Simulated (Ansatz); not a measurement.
Consider the formal hydrolysis of a C–N bond: `C=NC(F)[SiH2]N` + H₂O → `N[SiH2]C(O)F` + `C=N`.

Isolated molecules relaxed with PBE0-D4/def2-TZVP in Ansatz; ΔE leaves out vibrations. CCSD(T)/CBS adds triple-zeta CCSD(T) − MP2 to the extrapolated MP2 energy (def2 sets, frozen cores). This one scheme is used for every species. One conformer a species, not always the lowest.

```tsv
level	ΔE (kJ/mol)
CCSD/def2-TZVPP	28.0
CCSD/CBS(def2)	32.8
```

What does CCSD(T)/CBS give? (Best estimate.)

Computed: +33.6 kJ/mol. The listed levels differ from it by -5.6, -0.8 kJ/mol.

Largest T1 diagnostic among the species: 0.013.

In def2-TZVPP, CCSD(T) changes the Hartree–Fock value by +6.4 kJ/mol (the triples alone add +0.8 kJ/mol) and MP2 by +14.0 kJ/mol. The D4 term adds +6.2 kJ/mol with B3LYP and +3.8 kJ/mol with PBE0; it sums over pairs of atoms, weighted by their polarisabilities, and B3LYP, whose exchange is more repulsive, gets the larger term.

B3LYP here is the variant with VWN-RPA as its local correlation; programs differ in this.
